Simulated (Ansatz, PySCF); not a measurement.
Process, species as SMILES: O[Si](O)(O)S -> O[Si](O)O + [SH] (HS) (the S-Si bond at the site shown breaks; other sites are not compared here)
Each molecule is optimised on its own at B3LYP-D3(BJ)/def2-TZVP (Ansatz, a first-principles code), one conformer each, not searched for the lowest. Frequencies are from Ansatz or PySCF.
Geometry of the first species:
SMILES: O[Si](O)(O)S
```xyz
9

O      0.5711    -0.1832     1.6663
Si    -0.2167    -0.1738     0.2354
O     -0.5207    -1.7395    -0.1244
O     -1.6636     0.5950     0.2326
S      1.0110     0.8759    -1.1583
H      0.3597    -0.9015     2.2704
H     -1.0819    -1.9271    -0.8812
H     -1.6689     1.5454     0.3742
H      2.1556     0.3238    -0.7216
```

Wanted: bond dissociation energy (enthalpy at 298 K, with B3LYP-D3(BJ) rigid-rotor harmonic-oscillator terms), in eV. Correlated levels leave the core frozen unless marked. Open shells are spin-unrestricted. No spin-orbit coupling. No relativistic terms. CBS(X,Y): correlation extrapolated as X^-3; Hartree-Fock from the larger set. The bracket is a focal-point correction in the basis named.

| level | program | bond dissociation energy (eV) | minus last row |
|---|---|---|---|
| HF/6-31G* | Ansatz | 3.18 | -1.07 |
| HF/aug-cc-pV(T+d)Z | Ansatz | 3.06 | -1.19 |
| HF/cc-pwCVTZ | Ansatz | 3.12 | -1.13 |
| HSE06-D3(BJ)/def2-TZVPD | Ansatz + dftd3 | 4.08 | -0.17 |
| wB97M-V/def2-TZVPD | Ansatz | 4.25 | 0.00 |
| B2PLYP/def2-TZVPD | Ansatz | 3.97 | -0.28 |
| MP2/cc-pV(T+d)Z | Ansatz | 4.28 | 0.03 |
| RI-MP2/aug-cc-pV(Q+d)Z | Ansatz | 4.34 | 0.09 |
| CCSD(T)/6-31G | Ansatz | 2.85 | -1.40 |
| RI-MP2/CBS(aug-cc-pV(T+d)Z,aug-cc-pV(Q+d)Z)+[CCSD(T)-MP2]/aug-cc-pV(T+d)Z | Ansatz | 4.25 | 0.00 |
